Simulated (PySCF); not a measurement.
CH4CdOSe, SMILES [Cd]([O]C)[SeH].

The structure is a stationary point at B3LYP-D3(BJ)/def2-SVP. The def2 effective core potentials stand for the cores of Cd; spin–orbit coupling is left out. Other conformers were not sampled.

Level of theory: TDA-PBE/def2-SVPD run with PySCF.

Vertical excitations. Gas-phase values at a fixed geometry.

Computed UV-visible absorptions:
| state | energy (eV) | λ (nm) | f | main pairs |
|---|---|---|---|---|
| S1 | 3.45 | 360 | 0.003 | HOMO→LUMO 100 % |
| S2 | 3.64 | 341 | 0.020 | HOMO−1→LUMO 97 % |
| S3 | 4.26 | 291 | 0.062 | HOMO−2→LUMO 63 %, HOMO→LUMO+1 32 % |
| S4 | 4.66 | 266 | 0.000 | HOMO−1→LUMO+1 98 % |
| S5 | 4.78 | 259 | 0.006 | HOMO→LUMO+2 95 % |
| S6 | 4.88 | 254 | 0.090 | HOMO→LUMO+1 46 %, HOMO→LUMO+3 15 %, HOMO−2→LUMO 14 %, HOMO−1→LUMO+2 11 % |
| S7 | 5.03 | 246 | 0.002 | HOMO−2→LUMO+1 96 % |
| S8 | 5.10 | 243 | 0.008 | HOMO−1→LUMO+2 55 %, HOMO→LUMO+3 29 %, HOMO−3→LUMO 12 % |
| S9 | 5.20 | 239 | 0.053 | HOMO→LUMO+3 48 %, HOMO−2→LUMO+2 14 %, HOMO−1→LUMO+2 12 %, HOMO−3→LUMO 9 % |
| S10 | 5.39 | 230 | 0.018 | HOMO−1→LUMO+3 83 % |
| T1 | 3.13 | 397 | 0 | HOMO→LUMO 100 % |
| T2 | 3.27 | 379 | 0 | HOMO−1→LUMO 99 % |
| T3 | 3.53 | 351 | 0 | HOMO−2→LUMO 98 % |
| T4 | 4.33 | 286 | 0 | HOMO→LUMO+1 98 % |
Triplets are in the Tamm–Dancoff approximation.
